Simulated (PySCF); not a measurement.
## Basis-set dependence of population analyses: `CCC(F)=C(F)F`

Species: C4H5F3.
Geometry (PBE0-D3(BJ)/def2-SVP, Å), atoms numbered from 1 in this order:
```
atom  x, y, z in Å
C1    -1.552    0.432   -0.341
C2    -0.145   -0.011   -0.729
C3     0.610   -0.580    0.415
F4     0.042   -1.630    1.022
C5     1.771   -0.138    0.895
F6     2.405   -0.664    1.912
F7     2.420    0.886    0.386
H8    -2.102    0.801   -1.218
H9    -1.521    1.237    0.409
H10   -2.121   -0.406    0.088
H11   -0.202   -0.780   -1.521
H12    0.432    0.827   -1.146
```

PBE0 throughout (PySCF), one geometry, spherical d and f functions. The structure is a single PBE0-D3(BJ)/def2-SVP conformer in the gas phase; no vibrational or solvent corrections. The first 7 of 9 kinds of atom are listed.

Mulliken charges (e):

```json
{"basis": "STO-3G", "functions": "40", "C1": "-0.231", "C2": "-0.157", "C3": "+0.034", "F4": "-0.084", "C5": "+0.164", "F6": "-0.070", "F7": "-0.076"}
{"basis": "6-31G", "functions": "73", "C1": "-0.494", "C2": "-0.403", "C3": "+0.303", "F4": "-0.313", "C5": "+0.506", "F6": "-0.269", "F7": "-0.277"}
{"basis": "pcSseg-0", "functions": "73", "C1": "-0.637", "C2": "-0.538", "C3": "+0.198", "F4": "-0.351", "C5": "+0.700", "F6": "-0.321", "F7": "-0.328"}
{"basis": "6-31G*", "functions": "108", "C1": "-0.531", "C2": "-0.425", "C3": "+0.313", "F4": "-0.316", "C5": "+0.548", "F6": "-0.269", "F7": "-0.277"}
{"basis": "cc-pVDZ", "functions": "123", "C1": "-0.092", "C2": "-0.076", "C3": "+0.036", "F4": "-0.171", "C5": "+0.286", "F6": "-0.129", "F7": "-0.133"}
{"basis": "def2-SVP", "functions": "123", "C1": "-0.096", "C2": "-0.048", "C3": "+0.041", "F4": "-0.211", "C5": "+0.350", "F6": "-0.156", "F7": "-0.168"}
{"basis": "aug-cc-pVDZ", "functions": "206", "C1": "+0.374", "C2": "+0.327", "C3": "+0.520", "F4": "-0.616", "C5": "+1.026", "F6": "-0.474", "F7": "-0.479"}
{"basis": "6-311+G(2d,p)", "functions": "219", "C1": "-0.490", "C2": "-0.245", "C3": "+0.447", "F4": "-0.296", "C5": "+0.427", "F6": "-0.305", "F7": "-0.313"}
{"basis": "def2-TZVP", "functions": "247", "C1": "-0.369", "C2": "-0.182", "C3": "+0.079", "F4": "-0.187", "C5": "+0.325", "F6": "-0.147", "F7": "-0.157"}
{"basis": "cc-pVTZ", "functions": "280", "C1": "-0.289", "C2": "-0.193", "C3": "+0.055", "F4": "-0.163", "C5": "+0.307", "F6": "-0.120", "F7": "-0.127"}
{"basis": "IGLO-III", "functions": "295", "C1": "-0.351", "C2": "-0.263", "C3": "+0.221", "F4": "-0.238", "C5": "+0.420", "F6": "-0.207", "F7": "-0.218"}
{"basis": "pcSseg-2", "functions": "322", "C1": "-0.072", "C2": "-0.039", "C3": "+0.146", "F4": "-0.259", "C5": "+0.460", "F6": "-0.217", "F7": "-0.229"}
```

IAO charges (e):

```csv
basis,functions,C1,C2,C3,F4,C5,F6,F7
STO-3G,40,-0.392,-0.278,+0.029,-0.097,+0.228,-0.088,-0.093
6-31G,73,-0.432,-0.284,+0.177,-0.246,+0.440,-0.215,-0.226
pcSseg-0,73,-0.424,-0.293,+0.159,-0.236,+0.440,-0.208,-0.219
6-31G*,108,-0.412,-0.272,+0.183,-0.259,+0.491,-0.230,-0.239
cc-pVDZ,123,-0.411,-0.272,+0.183,-0.260,+0.488,-0.228,-0.238
def2-SVP,123,-0.401,-0.268,+0.184,-0.260,+0.487,-0.229,-0.239
aug-cc-pVDZ,206,-0.423,-0.275,+0.194,-0.272,+0.500,-0.238,-0.247
"6-311+G(2d,p)",219,-0.425,-0.277,+0.194,-0.272,+0.500,-0.239,-0.247
def2-TZVP,247,-0.425,-0.277,+0.194,-0.273,+0.506,-0.240,-0.248
cc-pVTZ,280,-0.426,-0.278,+0.193,-0.271,+0.504,-0.238,-0.247
IGLO-III,295,-0.426,-0.278,+0.195,-0.273,+0.504,-0.240,-0.248
pcSseg-2,322,-0.425,-0.278,+0.195,-0.273,+0.506,-0.240,-0.249
```

Hirshfeld charges (e):

```tsv
basis	functions	C1	C2	C3	F4	C5	F6	F7
STO-3G	40	-0.040	-0.011	-0.014	-0.045	+0.087	-0.027	-0.033
6-31G	73	-0.098	-0.054	+0.045	-0.088	+0.127	-0.071	-0.070
pcSseg-0	73	-0.101	-0.057	+0.041	-0.083	+0.127	-0.064	-0.062
6-31G*	108	-0.099	-0.057	+0.035	-0.083	+0.125	-0.061	-0.061
cc-pVDZ	123	-0.109	-0.069	+0.029	-0.070	+0.117	-0.055	-0.053
def2-SVP	123	-0.112	-0.070	+0.038	-0.078	+0.129	-0.062	-0.060
aug-cc-pVDZ	206	-0.121	-0.082	+0.038	-0.079	+0.135	-0.068	-0.064
6-311+G(2d,p)	219	-0.113	-0.077	+0.036	-0.082	+0.135	-0.069	-0.066
def2-TZVP	247	-0.117	-0.077	+0.037	-0.080	+0.134	-0.067	-0.064
cc-pVTZ	280	-0.118	-0.077	+0.036	-0.077	+0.131	-0.064	-0.061
IGLO-III	295	-0.121	-0.081	+0.038	-0.080	+0.135	-0.068	-0.065
pcSseg-2	322	-0.122	-0.081	+0.040	-0.081	+0.137	-0.069	-0.065
```

Problem. Which scheme is steadiest as the basis changes?

Solution. Largest range over the bases for any column: Hirshfeld 0.08 e, IAO 0.28 e, Mulliken 1.01 e. Hirshfeld charges move least and Mulliken charges most, counted in e. Without the minimal STO-3G basis the ranges are Hirshfeld 0.03, IAO 0.07, Mulliken 1.01 e.

Problem. How much do the charges still move between the two largest bases, IGLO-III and pcSseg-2?

Solution. At most, over all atoms: Mulliken 0.279 e, IAO 0.002 e, Hirshfeld 0.002 e.

Problem. What do the same runs give for the total energy, the frontier levels and the dipole moment?

Solution. 
```csv
basis,energy (Eh),HOMO (eV),LUMO (eV),μ (D)
STO-3G,-448.2936,-3.19,4.40,0.77
6-31G,-454.3354,-7.05,0.74,2.21
pcSseg-0,-453.4064,-7.24,0.52,2.11
6-31G*,-454.4437,-6.64,1.22,1.66
cc-pVDZ,-454.4790,-6.78,1.02,1.71
def2-SVP,-454.1137,-6.94,0.89,1.80
aug-cc-pVDZ,-454.5138,-7.07,-0.17,1.95
"6-311+G(2d,p)",-454.6009,-7.11,0.13,1.99
def2-TZVP,-454.6463,-7.03,0.72,1.88
cc-pVTZ,-454.6245,-6.97,0.77,1.81
IGLO-III,-454.6534,-7.07,0.50,1.94
pcSseg-2,-454.6439,-7.08,0.41,1.96
```

The dipole is fixed by the density alone, so its range of 1.44 D shows that the density itself changes with the basis, not only its division among atoms.
